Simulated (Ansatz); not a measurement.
Ansatz (a program for electronic structure) input (r2SCAN/def2-TZVPD):

Ansatz 0.2 input:
```yaml
crystal:
  periodic: [false, false, false]
  atoms:
    - {symbol: Ca, position_ang: [0.00000000, 0.00000000, 0.00000000]}
    - {symbol: Cl, position_ang: [0.00000000, 0.00000000, 2.46962058]}
    - {symbol: Cl, position_ang: [-0.00000000, -0.00000000, -2.46962058]}
basis:
  gaussian:
    orbitals: def2-TZVPD
hamiltonian:
  xc: {name: r2SCAN}
magnetization: {spin_polarized: true, initial_magnetization: 2}
```

End of the output:

```
integrals: 0.06 GiB planned
927 factors; their error is unknown
mean field: 0.51 GiB planned
mean field evaluation 1: about -43481.1660 eV, gradient 1.1e1 eV
mean field evaluation 2: about -43481.3733 eV, gradient 9.9e0 eV
mean field evaluation 4: about -43481.6856 eV, gradient 3.2e0 eV
mean field evaluation 8: about -43481.7775 eV, gradient 6.2e-1 eV
mean field evaluation 16: about -43481.7319 eV, gradient 2.3e-5 eV
mean field evaluation 32: about -43481.7319 eV, gradient 8.4e-5 eV
mean field evaluation 64: about -43481.6326 eV, gradient 4.9e-1 eV
mean field evaluation 96: about -43479.6127 eV, gradient 6.2e0 eV
mean field evaluation 128: about -43481.6250 eV, gradient 1.2e-2 eV
mean field -43481.73193841 eV, -1597.9241757602 hartree, gradient 1.8e-6 eV, S^2 2.003929; 13 other end points of the search recorded, 0 dependent functions left out
reference -43481.73197421 eV, -1597.9241770756 hartree; 28, 26 occupied and 100, 102 virtual orbitals, 927 factors
Total energy: -43481.73197421 eV, -1597.9241770756 hartree
```

This state (charge 0, triplet) is run at the relaxed geometry of the species with charge 0 and multiplicity 1, and is a spin state other than that species' own.
